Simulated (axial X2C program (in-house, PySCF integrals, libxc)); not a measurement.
AsO: properties at the nuclei

Calculated with an axial X2C code built on PySCF integrals: two-component X2C with atomic mean-field Coulomb and Gaunt terms, Gaussian nuclei, basis As dyall-cv3z, O dyall-av3z with contracted cores.

R = 1.615 Å (near the PBE0 minimum at charge 0 of the determinant lowest at the starting distance; the state shown can have its own minimum elsewhere).

Input and command:
```json
{"zs": [33, 8], "q": 0, "bas": ["dyall-cv3z", "dyall-av3z"], "r0": 1.71, "levels": ["PBE0", "HF", "TPSSh", "BP86", "B3LYP"], "nst": 3}
```
```bash
python soeom.py task.json out
```

Keys: zs atomic numbers; q charge; bas basis sets; r0 starting distance in Å; levels methods; nst determinants followed.

Determinant lowest in the PBE0 search, Ω = 1/2 (⟨Sz⟩ = -0.50, ⟨Lz⟩ = 1.00 at PBE0), spin on the atoms As -0.43, O -0.07:

```tsv
level	Eeff magnitude (GV/cm)	Ws magnitude As (kHz)	A∥/gI As (MHz)	qzz As (a.u.)	A∥/gI O (MHz)	qzz O (a.u.)	μ (D)
PBE0	0.00752	0.057	1610	-2.34	325	0.14	-2.72
HF	0.924	0.786	904	-1.60	645	-0.18	-2.26
TPSSh	0.00193	0.0506	1570	-2.09	330	0.11	-2.54
BP86	0.0421	0.0133	1610	-2.01	341	0.10	-2.43
B3LYP	0.0818	0.0176	1580	-2.18	324	0.10	-2.73
```

Determinant 0.13 eV from it at PBE0 and this distance, Ω = 3/2 (⟨Sz⟩ = 0.50, ⟨Lz⟩ = 1.00 at PBE0), spin on the atoms As 0.45, O 0.05:

| level | Eeff magnitude (GV/cm) | Ws magnitude As (kHz) | A∥/gI As (MHz) | qzz As (a.u.) | A∥/gI O (MHz) | qzz O (a.u.) | μ (D) |
| --- | --- | --- | --- | --- | --- | --- | --- |
| PBE0 | 0.171 | 0.0637 | 239 | -2.46 | 90.5 | 0.13 | -2.66 |
| HF | 0.985 | 0.278 | -13.9 | -1.49 | 245 | -0.22 | -2.10 |
| TPSSh | 0.144 | 0.0567 | 248 | -2.20 | 85.5 | 0.09 | -2.49 |
| BP86 | 0.0965 | 0.0422 | 239 | -2.13 | 80.4 | 0.09 | -2.37 |
| B3LYP | 0.074 | 0.0366 | 278 | -2.30 | 84.2 | 0.08 | -2.68 |

Eeff is the effective electric field on the electron electric dipole moment in this Ω state and Ws the scalar–pseudoscalar constant of the nucleus named (defined with the proton number Z and per Ω); A∥ (defined per Ω) follows by multiplying with gI = μI/(I μN); qzz is the electric field gradient, eQq0 = 234.96 MHz × Q/barn × qzz; μ is positive if the O end (last atom) is positive. The operators were transformed with the bare-nucleus X2C matrices; with these basis sets, hyperfine constants and field gradients can be off by tens of per cent, and where levels differ in sign neither size nor sign is settled.

Problem. With gI(75As) = 0.9597, Q(75As) = 0.311 barn, gI(17O) = -0.7575 (g factors from the IAEA table of nuclear moments by Stone; Q from Pyykkö, Mol. Phys. 2018), turn the PBE0 values of the first state into constants in MHz.

Solution. A∥(75As) = 1610 × 0.9597 = 1550 MHz; eQq0(75As) = 234.96 × (0.311) × (-2.34) = -171 MHz; A∥(17O) = 325 × -0.7575 = -246 MHz.

Each state is one determinant with collinear spin. Unrestricted Hartree–Fock can overshoot spin polarisation at the nuclei. In the state Ω = 1/2 the sign of Eeff differs between levels (TPSSh, BP86, B3LYP against PBE0). Where Eeff spreads by more than a factor of two the levels disagree and none is to be relied on. The search compared states at one distance, so a state with another bond length can lie lower. The sign of Ws at As differs between levels in the first state. PBE0 term energies can be off by some tenths of an eV.
